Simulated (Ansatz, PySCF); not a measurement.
Gas-phase reaction in SMILES: OB(O)O[SiH3] -> O[B]O + [O][SiH3] (the B-O bond at the site shown breaks; other sites are not compared here)
Geometries: B3LYP-D3(BJ)/def2-TZVP minima from Ansatz (a quantum-chemistry and plane-wave program), one conformer each, not searched for the lowest. Frequencies are from Ansatz or PySCF.

Wanted: bond dissociation energy (enthalpy at 298 K, with B3LYP-D3(BJ) rigid-rotor harmonic-oscillator terms), in kcal/mol. Cores are frozen in the correlated levels unless marked. Open shells are spin-unrestricted. No spin-orbit coupling. Non-relativistic. CBS(X,Y): correlation extrapolated as X^-3; Hartree-Fock from the larger set. The bracket is a focal-point correction in the basis named.

RI-MP2/CBS(aug-cc-pV(T+d)Z,aug-cc-pV(Q+d)Z)+[CCSD(T)-MP2]/aug-cc-pV(T+d)Z (Ansatz) gives 152.1 kcal/mol.

Question: Another calculation gave 140.5 kcal/mol. Which level was it?
A. CAM-B3LYP/def2-TZVPD (Ansatz)
B. r2SCAN/def2-TZVPD (Ansatz)
C. PBE-QIDH/def2-TZVPD (Ansatz)
D. SVWN5/def2-TZVPD (Ansatz)

Answer: B, r2SCAN/def2-TZVPD (Ansatz). The others give 158.4 (SVWN5), 149.7 (PBE-QIDH), 145.4 (CAM-B3LYP) kcal/mol.
